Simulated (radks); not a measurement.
Q: Coherent X-ray form factor from a spherical all-electron density. Method: Dirac Kohn-Sham, PBE, spin-unpolarised, spherical densities, point nucleus; computed with a radial shooting solver on a logarithmic mesh with Libxc functionals.

sin(theta)/lambda (1/angstrom)  f0 (electrons)
0.05                                    45.587
0.1                                     44.395
0.15                                    42.557
0.2                                     40.258
0.25                                    37.701
0.3                                     35.071
0.4                                     30.134
0.5                                     26.094
0.6                                     23.040
0.8                                     19.054
1                                       16.380
1.25                                    13.502
1.5                                     10.930
2                                        7.376

The species is in the configuration that NIST lists as its ground one. Which atom or ion scatters so?

A: The tin ion Sn4+, [Kr] 4d10. Extrapolating in s^2 from the first two rows gives f0(0) = 46.0, near the electron count 46; among species with that count, the fall with angle is slower the higher Z, and the table is that of Z = 50; from so few rows the species is fixed only to a neighbour or two.
